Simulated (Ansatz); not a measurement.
# Changing the shape of I₂, singlet

Program: Ansatz, Gaussian basis, development build. Basis cc-pwCVTZ-PP, scalar-relativistic core potentials (28 electrons on I), no spin–orbit coupling, 8 orbitals frozen in the corrections; active space CAS(14,8), shells under the valence barred from it. Restricted Hartree–Fock, then the lowest state-specific CASSCF solution met for each case. Coupled cluster stands on the determinant that it favours, not always the lowest RHF. Single-reference values can break down or jump between states where bonds are stretched. Unlike active orbitals can shift such differences by tenths of an eV, at times by over 1 eV.

Case A: bond length 2.6660 Å.

Case B: bond length 3.0659 Å.

Energy less that of case A, in eV:

```tsv
case	RHF/ROHF	CASSCF	CCSD(T)
B	+0.656	+0.311	+0.505
```

(1) What does SC-NEVPT2 give for these differences?

Answers

(1) B: +0.564 eV (13.0 kcal/mol).
